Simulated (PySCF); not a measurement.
Computed properties of WCl4H2, SMILES [Cl][WH2]([Cl])([Cl])[Cl], multiplicity 1

WCl4H2, SMILES [Cl][WH2]([Cl])([Cl])[Cl], multiplicity 1. Geometry optimised at B3LYP-D3(BJ)/def2-SVP. The multiplicity is an assumed one; no other spin state was optimised. The structure was generated by enumeration; whether it is a known compound was not checked. The def2 effective core potentials stand for the cores of W; spin–orbit coupling is left out. The values are those of a single conformer. All values are computed for the isolated molecule unless a solvent is named; none is compared with measurement here.

**Structure.** The optimised structure has C2v symmetry. All 15 harmonic modes at B3LYP-D3(BJ)/def2-SVP (PySCF) are real, so it is a minimum. With heavy atoms numbered as in [WH2:1]([Cl:2])([Cl:3])([Cl:4])[Cl:5], the shortest bond between them is W1–Cl2 at 2.282 Å and the longest W1–Cl3 at 2.329 Å.

**Vibrations.** The strongest infrared lines (harmonic, unscaled, degenerate partners summed) lie at 384 cm⁻¹ (154 km/mol, Cl 75 %, W 24 %), 371 cm⁻¹ (101 km/mol, Cl 76 %, W 21 %), 2097 cm⁻¹ (43 km/mol, H 100 %). The softest mode is at 84 cm⁻¹ and the zero-point energy is 13.5 kcal/mol.

**Electronic structure.** B3LYP/def2-TZVP (PySCF) places the frontier levels at -8.18 and -4.79 eV, a gap of 3.39 eV, and gives a dipole moment of 0.00 D and a mean polarisability of 104.7 bohr³. PBE/def2-TZVP (PySCF) at the same geometry gives -7.05 and -5.27 eV, so its gap is 1.61 eV narrower. An orbital gap is neither the optical nor the fundamental gap.

**Excitations.** TDA-CAM-B3LYP/def2-SVPD (PySCF) has S1 at 2.15 eV (578 nm, f = 0.000, dark); the most intense of the 10 singlets computed lies at 4.07 eV (f = 0.08). T1 (TDA) is at 1.87 eV, 0.28 eV under S1. TDA-PBE/def2-SVPD (PySCF) puts S1 at 1.81 eV.
